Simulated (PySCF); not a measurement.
## Spin states of SrAl⁺

Unrestricted PBE0; PySCF, scalar-relativistic core potentials, basis sets Sr def2-SVP with ECP28, Al def2-SVP. Outer shells of the fragments: Sr+ 5s1; Al 3s2 3p1.

Followed along the bond (rough minima from three points):

```json
{"2Ms+1": "1", "unpaired": "none", "⟨S²⟩ at the start": "0.00", "R at minimum (Å)": "3.64", "Te (eV)": "0.00"}
{"2Ms+1": "3", "unpaired": "σ ↑, π ↑", "⟨S²⟩ at the start": "2.01", "R at minimum (Å)": "3.17", "Te (eV)": "0.46"}
{"2Ms+1": "3", "unpaired": "σ ↑↑", "⟨S²⟩ at the start": "2.01", "R at minimum (Å)": "3.85", "Te (eV)": "0.63"}
{"2Ms+1": "1", "unpaired": "σ ↑, π ↓", "⟨S²⟩ at the start": "1.01", "R at minimum (Å)": "3.18", "Te (eV)": "0.68"}
{"2Ms+1": "3", "unpaired": "π ↑↑", "⟨S²⟩ at the start": "2.01", "R at minimum (Å)": "none in the scan", "Te (eV)": "≤ 1.09"}
```

Solutions found at the starting distance of 3.005 Å, counted from the lowest of them; the search is not exhaustive and high or unbound solutions are not listed, so other states can lie among these:

```tsv
2Ms+1	unpaired	term	E (eV)	⟨S²⟩	⟨Lz²⟩	μ (D)
3	σ ↑, π ↑	³Π	0.00	2.01	1.00	-3.58
1	none	¹Σ⁺	0.03	0.00	0.00	-1.62
1	σ ↑, π ↓	mixed	0.22	1.01	1.01	-3.33
3	σ ↑↑	³Σ⁺	0.64	2.01	0.00	1.22
3	π ↑↑	³Σ⁻	0.70	2.01	0.00	-4.80
1	π ↑↓	mixed	0.87	1.01	2.01	-4.75
```

A term symbol is given only where ⟨S²⟩ and ⟨Lz²⟩ are close to those of a pure state; real π, δ and φ orbitals otherwise mix terms. A positive dipole points towards Al; it is taken about the centre of mass and depends on that origin.

**Question.** Compare the gap between the two lowest followed solutions at the starting distance with the gap between their minima.

**Answer.** At PBE0 the second solution (triplet, unpaired electrons σ ↑, π ↑) lies -0.03 eV from the first (singlet, closed shell) at 3.005 Å and +0.46 eV at the minima; the two curves relax by different amounts, since their minima lie near 3.17 and 3.64 Å.
